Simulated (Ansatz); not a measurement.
Geometry optimisation, Ansatz, UKS PBE-D4/6-31G.

The input (input.yaml):

```yaml
crystal:
  periodic: [false, false, false]
  atoms:
    - { symbol: O, position_ang: [-0.7129, -2.016, 0.4127] }
    - { symbol: Si, position_ang: [0.0838, -0.8831, -0.4708] }
    - { symbol: "N", position_ang: [0.7988, 0.1508, 0.5974] }
    - { symbol: C, position_ang: [0.3428, 1.315, -0.1007] }
    - { symbol: F, position_ang: [-0.24, 2.1916, 0.7528] }
    - { symbol: O, position_ang: [-0.7694, 0.5112, -0.7292] }
    - { symbol: H, position_ang: [-1.6956, -1.8416, 0.4009] }
    - { symbol: H, position_ang: [0.9853, -1.3098, -1.5842] }
    - { symbol: H, position_ang: [0.3533, 0.0557, 1.5372] }
    - { symbol: H, position_ang: [0.937, 1.7749, -0.8131] }
magnetization:
  spin_polarized: true
basis:
  gaussian: { orbitals: "6-31G" }
hamiltonian:
  xc: pbe
  dispersion: d4
relax:
  f_tol: 0.02
  max_steps: 50
```

Run as:

```bash
$ ansatz run input.yaml --threads 2 --pin off --max-ram 3072MiB --backend cpu --events-out ev --progress --plain --runs-dir out
```

Problem. Where does it end, and by what steps?

Solution. The run converged. Limits of this set-up: no polarisation functions. After 11 steps the energy has fallen by 2.430 eV; H9 moved furthest, 1.00 Å.

| step | energy less start (eV) | largest force component (eV/Å) | accepted |
| --- | --- | --- | --- |
| 0 | 0.0000 | 5.144 | yes |
| 1 | -1.4274 | 2.320 | yes |
| 2 | -1.9139 | 0.811 | yes |
| 3 | -2.1512 | 1.238 | yes |
| 4 | -2.2979 | 0.762 | yes |
| 5 | -2.3801 | 0.881 | yes |
| 6 | -2.3908 | 0.726 | yes |
| 7 | -2.3910 | 0.596 | yes |
| 8 | -2.4073 | 0.332 | yes |
| 9 | -2.4279 | 0.084 | yes |
| 10 | -2.4294 | 0.034 | yes |
| 11 | -2.4295 | 0.017 | yes |

```xyz
10
Properties=species:S:1:pos:R:3
O -1.105 -2.064 0.055
Si 0.098 -0.974 -0.499
N 0.850 0.228 0.598
C 0.207 1.338 -0.060
F -0.806 1.944 0.768
O -0.420 0.632 -1.176
H -1.856 -1.761 0.612
H 0.946 -1.838 -1.376
H 1.327 0.280 1.490
H 0.841 2.163 -0.410
```

Whether the end is a true minimum wasn't checked by a vibrational analysis.

Run time: 31 s on 2 threads of Arm Neoverse V2, with other jobs on the host, peak memory 0.22 GiB.
